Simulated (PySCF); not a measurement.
C₅H₁₄BN.
Geometry (PBE0-D3(BJ)/def2-SVP, Å), atoms numbered from 1 in this order:
```
atom  x, y, z in Å
C1     3.2162    0.5603    0.4979
C2     1.8891    0.3159   -0.2045
C3     0.8166   -0.3016    0.7023
B4    -0.5081   -0.6259   -0.0989
N5    -1.5647    0.2781   -0.2669
C6    -2.7373   -0.0387   -1.0474
C7    -1.5945    1.6137    0.2784
H8     3.0929    1.2425    1.3549
H9     3.6378   -0.3804    0.8876
H10    3.9622    1.0058   -0.1788
H11    1.5141    1.2682   -0.6206
H12    2.0520   -0.3392   -1.0786
H13    0.6386    0.3721    1.5600
H14    1.2148   -1.2375    1.1318
H15   -0.6318   -1.6968   -0.6609
H16   -2.6611   -1.0603   -1.4394
H17   -2.8523    0.6564   -1.8991
H18   -3.6561    0.0361   -0.4376
H19   -1.6469    2.3703   -0.5253
H20   -0.6962    1.8117    0.8752
H21   -2.4786    1.7617    0.9246
```

All values: PBE0/pcSseg-1 (PySCF, non-relativistic), on one gas-phase PBE0-D3(BJ)/def2-SVP geometry that isn't relaxed in the solvent. The solvent is an IEF-PCM continuum (cavity from Bondi-type radii × 1.2). The model holds no explicit solvent molecules, cavitation or dispersion.

```
run  E − E(gas) (kcal/mol)  HOMO (eV)  HOMO–LUMO gap (eV)  dipole (D)
gas                   0.00      -7.17                7.75        1.71
  P                  -0.65      -7.11                7.69        1.91
  Q                  -1.44      -7.07                7.63        2.18
```

The runs were made in cyclohexane and dichloromethane. Which run belongs to which solvent?

P = cyclohexane, Q = dichloromethane. The dielectric constants are 2.017 (cyclohexane), 8.93 (dichloromethane), and the energy falls further as ε rises. In this model the ground state sees the solvent through ε alone.

How constant is the ratio of the lowering to (ε − 1)/(2ε + 1)?

```
        solvent  (ε − 1)/(2ε + 1)  E − E(gas) (kcal/mol)  ratio (kcal/mol)  polarisation term (kcal/mol)
    cyclohexane             0.202                  -0.65              -3.2                         -0.69
dichloromethane             0.420                  -1.44              -3.4                         -1.64
```

The ratio changes by +6.4 % in size from cyclohexane to dichloromethane. The polarisation term is half the interaction of the solute with the induced surface charges.
